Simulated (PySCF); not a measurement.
Species: C6H11NSSi.
Z-matrix (Å and degrees, GFN2-xTB geometry), rows numbered from 1:
```
C 
N   1  1.2556
C   2  1.4007  1  120.25
C   3  1.5259  2  117.27  1  -144.09
C   4  1.4722  3   59.58  2  -106.98
C   5  1.4794  3  135.84  4   134.92
C   5  1.4740  3  135.52  4  -130.89
S   7  1.8013  5  119.59  6   108.06
Si  8  2.1572  7   99.81  5    76.96
H   1  1.0943  2  124.01  3     0.13
H   1  1.0787  2  118.65  3   179.97
H   3  1.0945  2  116.63  1     1.83
H   4  1.0800  3  116.85  5   108.42
H   4  1.0804  3  117.36  5  -109.64
H   6  1.0813  5  119.33  7   107.24
H   6  1.0805  5  118.03  7  -106.63
H   7  1.0825  5  119.02  6  -107.62
H   9  1.4505  8  107.65  7     2.89
H   9  1.4640  8  104.11  7   119.30
H   9  1.4502  8  107.77  7  -123.82
```

NICS is the negative of the GIAO shielding at a point without a nucleus: at the ring centre (0) and 1 Å above and below it (1); zz is the component along the ring normal. Level: GIAO PBE0/pcSseg-1 (PySCF, non-relativistic, gas phase) on the GFN2-xTB geometry, one conformer.

Ring bond lengths (Å), with Mayer bond orders in brackets: C3–C4 1.526 (0.94), C4–C5 1.472 (0.93), C5–C3 1.490 (0.87); C5–C6 1.479 (0.93), C6–C7 1.512 (0.95), C7–C5 1.474 (0.88).

Give the NICS values of each ring in ppm.

```
    ring                                            type  NICS(0)  NICS(1), two faces  NICS(1)zz, two faces  rms pucker (Å)  centre to ring atoms, mean (Å)
C3–C4–C5  3-membered carbocycle; formal bonds all single    -36.7         -4.0 / -7.0         -17.4 / -20.6            0.00                            0.86
C5–C6–C7  3-membered carbocycle; formal bonds all single    -39.4         -7.4 / -6.1         -20.9 / -15.4            0.00                            0.86
```

What can be read from them?

- C3–C4–C5: mean NICS(1)zz -19.0 ppm, shielded. C3, C4, C5 have four or more neighbours; no verdict on aromaticity is drawn. The two faces differ by 3.2 ppm, so no symmetry operation interchanges them. NICS(0) lies 31 ppm below the mean NICS(1).
- C5–C6–C7: mean NICS(1)zz -18.2 ppm, shielded. C5, C6, C7 have four or more neighbours, so the value isn't read as a sign of a π ring current. The two faces differ by 5.5 ppm, so no symmetry operation interchanges them. NICS(0) lies 33 ppm below the mean NICS(1).

At the first NICS(1) probe listed for ring C5–C6–C7, 1 Å off the ring, what do the in-plane components average?

The isotropic value is a third of the trace: (3 × -7.4 − (-20.9))/2 = -0.7 ppm.

List the ring angles and the Hirshfeld charges of the ring atoms.

- C3–C4–C5: C3 58.4° (+0.003 e), C4 59.6° (-0.084 e), C5 62.0° (-0.014 e); sum 180.0° against 180° for a flat convex ring.
- C5–C6–C7: C5 61.6° (-0.014 e), C6 59.0° (-0.085 e), C7 59.4° (-0.046 e); sum 180.0° against 180° for a flat convex ring.
